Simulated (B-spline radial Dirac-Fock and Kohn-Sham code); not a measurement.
Level of theory: the Dirac equation of a negative muon with reduced mass in the field of a spherical finite nucleus, with the Uehling potential to all orders; nuclear polarisation, deformation, hyperfine structure, self-energy, higher-order vacuum polarisation, relativistic recoil and electron screening are left out; a radial atomic solver. The nuclear charge is a Fermi distribution (skin thickness 2.3 fm).

**Question.** A muonic atom of atomic mass 165.93 u emits these computed lines: 2p3/2 → 1s1/2 5042 keV, 3d5/2 → 2p3/2 1827 keV, 4f7/2 → 3d5/2 661.6 keV, 5g9/2 → 4f7/2 304.5 keV. Which element is it, and what rms charge radius was used?

**Answer.** Thulium (Z = 69, nuclide ¹⁶⁶Tm); the high transitions hardly feel the nucleus and fix Z. The 2p → 1s line lies 5919 keV below the value for a point nucleus without QED, which for this nuclear model gives a radius near 5.20 fm (5.2046 fm was used).
